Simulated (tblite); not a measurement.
Record of a relaxation.

C5H8F3P.
Numbering: `[CH3:1][CH:2]([CH3:3])/[CH:4]=[P:5]\[C:6]([F:7])([F:8])[F:9]` (hydrogens: H10, H11, H12 on C1; H13 on C2; H14, H15, H16 on C3; H17 on C4)

Computed with GFN2-xTB (tblite), gas phase: L-BFGS steps from a force-field or distance-geometry start until the largest atomic force falls under 0.01 eV/Å. 5 of its 131 geometries are shown.

Step 0: E = -855.5078 eV, largest atomic force 2.490 eV/Å
```
atom  x, y, z in Å  |  force x, y, z in eV/Å
C1     -0.586    1.052    0.357   -1.085   2.068  -0.002
C2     -0.680   -0.231   -0.399   -1.618  -1.186  -0.153
C3     -2.085   -0.756   -0.097   -0.837   0.479   0.332
C4      0.215   -1.306    0.044    0.927  -0.001   0.149
P5      1.859   -1.162    0.269    0.752  -2.218   0.845
C6      2.583    0.501   -0.098    1.290   1.048  -0.327
F7      3.974    0.286   -0.160   -1.664   0.232   0.091
F8      2.280    1.008   -1.332    0.052   0.216   1.311
F9      2.436    1.396    0.938   -0.037  -0.446  -1.483
H10    -1.650    1.472    0.377    1.400  -0.213   0.169
H11    -0.005    1.840   -0.150    0.116  -0.491   0.422
H12    -0.285    0.914    1.401    0.137   0.065  -0.398
H13    -0.601   -0.151   -1.480    0.189   0.490  -0.237
H14    -2.164   -0.826    1.001   -0.115  -0.346  -0.437
H15    -2.263   -1.724   -0.571   -0.225   0.310   0.135
H16    -2.841    0.011   -0.386    0.320  -0.865  -0.164
H17    -0.193   -2.313    0.276    0.399   0.860  -0.252
```

Step 32: E = -856.2421 eV, largest atomic force 0.101 eV/Å
```
atom  x, y, z in Å  |  force x, y, z in eV/Å
C1     -0.570    1.123    0.383   -0.007   0.030   0.047
C2     -0.706   -0.222   -0.341   -0.041   0.010   0.002
C3     -2.108   -0.792   -0.115   -0.039   0.003   0.001
C4      0.294   -1.250    0.093    0.025   0.020   0.013
P5      1.943   -1.308    0.355    0.062   0.078  -0.015
C6      2.563    0.443   -0.109    0.008  -0.054  -0.008
F7      3.890    0.370   -0.307   -0.031   0.040   0.006
F8      2.043    0.946   -1.242    0.025  -0.025   0.052
F9      2.372    1.354    0.861    0.061  -0.031  -0.072
H10    -1.508    1.671    0.331   -0.040  -0.047  -0.044
H11     0.187    1.752   -0.070    0.012  -0.003   0.022
H12    -0.326    0.979    1.432    0.016  -0.032   0.039
H13    -0.564   -0.039   -1.413   -0.012  -0.029  -0.032
H14    -2.271   -0.940    0.951   -0.040  -0.032  -0.026
H15    -2.237   -1.743   -0.628    0.023   0.010   0.016
H16    -2.867   -0.106   -0.484    0.018   0.030  -0.015
H17    -0.141   -2.226    0.293   -0.041   0.031   0.015
```

Step 65: E = -856.3375 eV, largest atomic force 0.045 eV/Å
```
atom  x, y, z in Å  |  force x, y, z in eV/Å
C1     -0.732    1.089    0.674    0.012  -0.012   0.004
C2     -0.654   -0.164   -0.207    0.024   0.004  -0.013
C3     -2.030   -0.812   -0.343    0.019   0.021   0.015
C4      0.316   -1.133    0.393   -0.009   0.006   0.023
P5      1.982   -1.204    0.492   -0.011  -0.015  -0.012
C6      2.585    0.379   -0.407    0.002  -0.008   0.031
F7      3.802    0.141   -0.922   -0.015   0.013   0.017
F8      1.841    0.859   -1.412    0.008  -0.030  -0.033
F9      2.730    1.386    0.476    0.004   0.000  -0.027
H10    -1.433    1.798    0.242   -0.032   0.007   0.013
H11     0.239    1.573    0.748   -0.012   0.011   0.022
H12    -1.065    0.825    1.675   -0.010   0.020   0.003
H13    -0.317    0.143   -1.200    0.023  -0.009  -0.019
H14    -2.432   -1.059    0.638   -0.020  -0.008  -0.011
H15    -1.972   -1.723   -0.936   -0.001   0.039   0.002
H16    -2.714   -0.123   -0.834   -0.009  -0.036   0.013
H17    -0.153   -1.964    0.914    0.025  -0.006  -0.027
```

Step 98: E = -856.4113 eV, largest atomic force 0.080 eV/Å
```
atom  x, y, z in Å  |  force x, y, z in eV/Å
C1     -0.893    1.093    0.948    0.024   0.030   0.056
C2     -0.569   -0.016   -0.061   -0.032   0.010   0.001
C3     -1.852   -0.732   -0.488    0.007   0.003  -0.004
C4      0.349   -1.006    0.579   -0.015  -0.021  -0.048
P5      1.996   -1.266    0.472    0.011   0.006   0.025
C6      2.538    0.168   -0.675   -0.018   0.024   0.023
F7      3.876    0.183   -0.772   -0.013  -0.031   0.004
F8      2.068    0.101   -1.932   -0.031  -0.034   0.038
F9      2.182    1.370   -0.189   -0.005   0.021  -0.038
H10    -1.575    1.815    0.501    0.041  -0.064   0.024
H11     0.015    1.615    1.245   -0.047  -0.014  -0.006
H12    -1.361    0.671    1.836    0.012   0.030  -0.034
H13    -0.106    0.439   -0.941   -0.021   0.000   0.023
H14    -2.315   -1.225    0.365    0.000   0.017  -0.015
H15    -1.639   -1.480   -1.248   -0.001   0.003   0.003
H16    -2.562   -0.016   -0.894    0.022   0.002  -0.027
H17    -0.158   -1.702    1.243    0.067   0.018  -0.025
```

Step 130: E = -856.4221 eV, largest atomic force 0.009 eV/Å
```
atom  x, y, z in Å  |  force x, y, z in eV/Å
C1     -0.927    1.072    1.012   -0.004   0.005  -0.005
C2     -0.556    0.010   -0.031    0.002   0.000   0.000
C3     -1.808   -0.708   -0.536    0.001   0.001   0.005
C4      0.360   -0.980    0.612    0.002   0.002  -0.003
P5      2.011   -1.218    0.535   -0.003  -0.001   0.001
C6      2.518    0.143   -0.709    0.004  -0.003  -0.003
F7      3.851    0.142   -0.855    0.001  -0.002  -0.001
F8      2.000   -0.036   -1.936   -0.002  -0.002  -0.003
F9      2.180    1.384   -0.321   -0.003   0.002   0.008
H10    -1.624    1.783    0.577   -0.003   0.003   0.000
H11    -0.041    1.611    1.337    0.004   0.000  -0.002
H12    -1.393    0.610    1.879   -0.003  -0.003   0.001
H13    -0.076    0.507   -0.875   -0.003   0.001   0.002
H14    -2.337   -1.182    0.288    0.000  -0.003  -0.004
H15    -1.544   -1.470   -1.266    0.001   0.003   0.003
H16    -2.478    0.005   -1.011    0.002   0.000  -0.001
H17    -0.143   -1.661    1.292    0.006  -0.003   0.003
```

Task: Summarise the path.

Result: The energy falls by 88.22 kJ/mol from step 0 to step 130; nine tenths of that is first reached at step 59. It rises by more than 0.2 meV at step 45. The largest force goes from 2.490 to 0.009 eV/Å. Among the bonds C6–F7 changes most, from 1.408 to 1.341 Å; the atoms move by 0.924 Å rms after alignment.

Task: Follow the three bonds and two angles with the largest change from start to end.

Result: 
| step | E above end (kJ/mol) | largest force (eV/Å) | C6–F7 (Å) | P5–C6 (Å) | C1–H10 (Å) | C4–P5–C6 (°) | C1–C2–C4 (°) |
| --- | --- | --- | --- | --- | --- | --- | --- |
| 0 | 88.22 | 2.490 | 1.408 | 1.851 | 1.144 | 115.9 | 116.0 |
| 6 | 25.82 | 0.363 | 1.352 | 1.929 | 1.092 | 107.0 | 114.1 |
| 11 | 20.42 | 0.211 | 1.343 | 1.909 | 1.086 | 106.3 | 112.6 |
| 17 | 18.74 | 0.069 | 1.344 | 1.914 | 1.088 | 106.3 | 113.4 |
| 23 | 18.17 | 0.071 | 1.344 | 1.914 | 1.086 | 105.4 | 113.6 |
| 28 | 17.80 | 0.078 | 1.344 | 1.910 | 1.088 | 105.1 | 113.7 |
| 34 | 17.15 | 0.099 | 1.343 | 1.907 | 1.087 | 104.2 | 113.8 |
| 40 | 16.47 | 0.085 | 1.343 | 1.914 | 1.087 | 103.5 | 113.5 |
| 45 | 15.41 | 0.486 | 1.345 | 1.911 | 1.094 | 103.3 | 113.0 |
| 51 | 10.79 | 0.149 | 1.346 | 1.921 | 1.089 | 105.0 | 112.1 |
| 57 | 9.31 | 0.128 | 1.342 | 1.918 | 1.084 | 104.6 | 111.0 |
| 62 | 8.36 | 0.090 | 1.342 | 1.919 | 1.088 | 104.9 | 109.4 |
| 68 | 8.04 | 0.031 | 1.343 | 1.917 | 1.087 | 104.6 | 109.1 |
| 73 | 7.84 | 0.066 | 1.343 | 1.914 | 1.087 | 104.5 | 109.4 |
| 79 | 7.35 | 0.063 | 1.343 | 1.917 | 1.088 | 104.6 | 110.0 |
| 85 | 6.62 | 0.158 | 1.344 | 1.912 | 1.087 | 103.8 | 109.9 |
| 90 | 4.49 | 0.702 | 1.354 | 1.909 | 1.089 | 102.1 | 109.5 |
| 96 | 1.27 | 0.090 | 1.343 | 1.915 | 1.088 | 101.3 | 109.1 |
| 102 | 0.67 | 0.109 | 1.342 | 1.914 | 1.086 | 101.3 | 108.9 |
| 107 | 0.36 | 0.037 | 1.341 | 1.912 | 1.087 | 101.2 | 109.0 |
| 113 | 0.13 | 0.025 | 1.341 | 1.911 | 1.087 | 101.0 | 108.4 |
| 119 | 0.11 | 0.015 | 1.341 | 1.913 | 1.087 | 101.1 | 108.4 |
| 124 | 0.05 | 0.027 | 1.341 | 1.913 | 1.087 | 101.0 | 108.5 |
| 130 | 0.00 | 0.009 | 1.341 | 1.912 | 1.087 | 101.0 | 108.3 |

What follows is the cost of the whole relaxation. On one thread of an Arm Neoverse V1, shared host with 32 logical CPUs at a one-minute load of 20, this took 0.95 s.
